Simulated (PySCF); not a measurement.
Computed shifts of a molecule C4H5ClSi, B3LYP/pcSseg-1 (PySCF), GIAO, gas phase, atoms alike by connectivity averaged where their shifts nearly agree, in ppm (number of nuclei): ¹³C: 165.9 (1), 164.2 (1), 139.2 (1), 126.6 (1). ²⁹Si: -42.5 (1). ¹H: 7.16 (1), 6.65 (1), 6.23 (1), 4.91 (2). References: ³⁵Cl against HCl (σ = 933.3 ppm); ¹³C against TMS (σ = 181.3 ppm); ²⁹Si against TMS (σ = 338.7 ppm); ¹H against TMS (σ = 31.68 ppm), references at their B3LYP-D3(BJ)/def2-TZVP geometries, non-relativistic (without spin–orbit terms, shifts of atoms bonded to Cl or Br come out too high). Coordinates come from a r2SCAN-D4/def2-SVP optimisation. One conformer was computed; it need not be the lowest.

Q: Identify the compound among the candidates.
A. C#C[SiH2]/C=C/Cl
B. C=C(Cl)C#C[SiH3]
C. ClC1=C[SiH2]C=C1
D. [SiH3]C#C/C=C\Cl

A: C, ClC1=C[SiH2]C=C1
